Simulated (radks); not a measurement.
Removal energies from the gadolinium ion Gd13+, [Kr] 4d10 4f3 5s2, by Delta-SCF beside the eigenvalue of the level emptied. Method: scalar-relativistic Kohn-Sham, BLYP, spin-polarised, spherical densities, finite nucleus; Fermi nuclear charge, rms radius of each element as measured or else 0.836 A^(1/3) + 0.57 fm; computed with a radial shooting solver on a logarithmic mesh with Libxc functionals. Open shells are filled with parallel spins first.

| removed from | final configuration | Delta-SCF (eV) | -eigenvalue (eV) |
|---|---|---|---|
| 5s | [Kr] 4d10 4f3 5s1 | 264.91 | 255.51 |
| 4f | [Kr] 4d10 4f2 5s2 | 266.86 | 251.02 |
| 4d | [Kr] 4d9 4f3 5s2 | 409.44 | 393.23 |
| 4p | [Ar] 3d10 4s2 4p5 4d10 4f3 5s2 | 541.21 | 524.48 |
